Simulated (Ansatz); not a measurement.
`F[SiH]([SiH3])O[SiH3]` → `F[SiH3]` + `[SiH]O[SiH3]` at 600 K and 1 bar (silylene formation by 1,1-elimination).

Gas-phase electronic energies from Ansatz, PBE0-D4/def2-TZVP geometries. CCSD(T)/CBS adds triple-zeta CCSD(T) − MP2 to the extrapolated MP2 energy (def2 sets, frozen cores). This one scheme is used for every species. One conformer a species, not always the lowest.

```
                species  CCSD(T)/CBS energy (Eh)  H − E (kJ/mol)  S (J/(mol·K))
`F[SiH]([SiH3])O[SiH3]`              -1046.55730           253.7          527.5
              `F[SiH3]`               -390.72345           101.0          280.0
         `[SiH]O[SiH3]`               -655.75389           140.8          371.8
```

H − E and S are ideal-gas, rigid-rotor, harmonic terms from PBE0-D4/def2-TZVP, for one conformer and one mirror image of each species. 1 Eh = 2625.50 kJ/mol, R = 8.31446 J/(mol·K).

**Question.** By hand: ΔE, ΔH, ΔS and ΔG.

**Answer.** ΔE = (-390.72345) + (-655.75389) − (-1046.55730) = 0.07996 Eh = 209.9 kJ/mol. Δ(H − E) = 101.0 + 140.8 − 253.7 = -11.9, so ΔH = 198.0 kJ/mol. ΔS = 280.0 + 371.8 − 527.5 = 124.3 J/(mol·K). ΔG = 198.0 − 600 × (124.3)/1000 = 123.4 kJ/mol.

**Question.** By hand: the equilibrium constant, and the temperature at which ΔG would vanish if ΔH and ΔS stayed fixed.

**Answer.** log₁₀ K = −ΔG/(RT ln 10) = -10.7. ΔG = 0 at ΔH/ΔS = 1593 K.

The number of gas molecules changes by +1, which sets the sign of ΔS. A doubt of 5 kJ/mol in ΔE shifts log₁₀ K by 0.4 here. Other conformers and mirror images would add mixing entropy, several J/(mol·K) or more a flexible species. Modes under 60 cm⁻¹, often nearly free rotors, make the harmonic entropy too high. These are equilibria of isolated gas molecules and say nothing of rates. Largest T1 diagnostic: 0.014 (customary marks: 0.02 for closed shells, 0.045 for open ones).
